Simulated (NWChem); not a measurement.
C3H7O cation; SMILES CC(=[OH+])C

```xyz
11

C     -0.6421    -1.2972     0.0236
C      0.0611    -0.0140     0.0025
C     -0.6428     1.2737    -0.0119
O      1.3303    -0.0751     0.0005
H     -1.5754    -1.2332     0.6012
H     -0.9391    -1.5111    -1.0232
H      0.0062    -2.1124     0.3693
H     -0.0037     2.1215    -0.2961
H     -1.0262     1.4440     1.0135
H     -1.5325     1.2220    -0.6583
H      1.7762     0.7928    -0.0482
```
Atoms are numbered in this order, from 1.

Level: PBE0/def2-SVP (NWChem), optimised geometry, unscaled harmonic frequencies. 

Task: List the harmonic frequencies with IR intensities, and the thermochemistry.

Result: 
| frequency (cm⁻¹) | IR intensity (km/mol) |
|---|---|
| 107 | 2.8 |
| 142 | 1.8 |
| 401 | 0.0 |
| 486 | 5.6 |
| 516 | 14.4 |
| 718 | 79.5 |
| 860 | 15.5 |
| 915 | 25.6 |
| 943 | 13.2 |
| 1062 | 0.8 |
| 1076 | 47.1 |
| 1157 | 115.0 |
| 1327 | 25.4 |
| 1344 | 75.9 |
| 1380 | 60.2 |
| 1397 | 32.1 |
| 1424 | 50.1 |
| 1443 | 28.7 |
| 1506 | 165.6 |
| 1655 | 176.9 |
| 3034 | 74.3 |
| 3043 | 28.5 |
| 3135 | 12.5 |
| 3144 | 27.1 |
| 3194 | 9.0 |
| 3217 | 14.5 |
| 3711 | 230.6 |

| Quantity | Value |
|---|---|
| zero-point energy | 60.5 kcal/mol |
| thermal correction to the enthalpy at 298.15 K (with zero-point energy) | 64.5 kcal/mol |
| heat capacity Cv | 17.7 cal/(mol K) |
| entropy at 298.15 K and 1 atm (symmetry number 1) | 71.7 cal/(mol K) |

Rigid rotor and harmonic oscillator.
